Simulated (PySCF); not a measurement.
C9H11N.
Atom-mapped SMILES: `[CH2:1]=[CH:2][c:3]1[cH:4][cH:5][cH:6][c:7]([NH:8][CH3:9])[cH:10]1` (hydrogens: H11, H12 on C1; H13 on C2; H14 on C4; H15 on C5; H16 on C6; H17 on N8; H18, H19, H20 on C9; H21 on C10)

Level: PBE0/pcSseg-1 in PySCF, non-relativistic, on one gas-phase PBE0-D3(BJ)/def2-SVP geometry that isn't relaxed in the solvent. The solvent is an IEF-PCM continuum (cavity from Bondi-type radii × 1.2). Only the electrostatic response of the medium enters.

Gas phase at PBE0/pcSseg-1: HOMO -5.62 eV, LUMO -0.84 eV, dipole 2.27 D.

Problem. What does the continuum do to the energy, the frontier levels and the dipole at PBE0/pcSseg-1 in dichloromethane and acetone?

Solution. 
| solvent | ε | E(solvent) − E(gas) (kcal/mol) | polarisation term (kcal/mol) | distortion of the solute (kcal/mol) | HOMO (eV) | LUMO (eV) | dipole (D) |
| --- | --- | --- | --- | --- | --- | --- | --- |
| dichloromethane | 8.93 | -5.77 | -6.52 | 0.75 | -5.66 | -0.98 | 2.89 |
| acetone | 20.49 | -6.53 | -7.49 | 0.96 | -5.68 | -1.01 | 2.97 |

The polarisation term is half the interaction of the solute with the surface charges that it induces; the rest is the cost of distorting the solute's density. The sum is the electrostatic part of solvation alone. From dichloromethane to acetone the lowering changes by a factor 1.13, Onsager's factor (ε − 1)/(2ε + 1) by 1.10 and ε itself by 2.3.

Problem. Which radius a makes the point-dipole formula ΔE = −[(ε − 1)/(2ε + 1)]·μ²/a³ give the value in acetone, with the gas-phase dipole?

Solution. μ = 0.892 au and |ΔE| = 0.01041 Eh give a = 1.74 Å; the farthest nucleus lies 4.59 Å from the centroid of the nuclei, so such a sphere wouldn't even hold the nuclei. The formula assumes a rigid point dipole at the centre of a sphere.

Problem. Which Hirshfeld charges (PBE0/pcSseg-1) respond most in acetone (means over atoms taken as equivalent)?

Solution. 
```tsv
atoms	environment	gas (e)	solvent (e)	change
C4	aromatic CH carbon	-0.073	-0.087	-0.014
H17	N–H hydrogen	+0.130	+0.143	+0.013
C3	substituted aromatic carbon	-0.005	-0.019	-0.014
H16	aromatic hydrogen	+0.042	+0.051	+0.009
C5	aromatic CH carbon	-0.052	-0.061	-0.009
C2	alkene CH carbon	-0.046	-0.055	-0.009
C10	aromatic CH carbon	-0.080	-0.089	-0.009
H21	aromatic hydrogen	+0.037	+0.044	+0.007
C7	aromatic carbon bearing nitrogen	+0.049	+0.043	-0.006
H13	vinylic hydrogen	+0.044	+0.050	+0.006
C6	aromatic CH carbon	-0.080	-0.086	-0.006
H15	aromatic hydrogen	+0.049	+0.054	+0.005
```

Shape of the structure used: `[CH2:1]=[CH:2][c:3]1[cH:4][cH:5][cH:6][c:7]([NH:8][CH3:9])[cH:10]1`: C1–C2–C3–C4 0°, C6–C7–N8–C9 -173°.
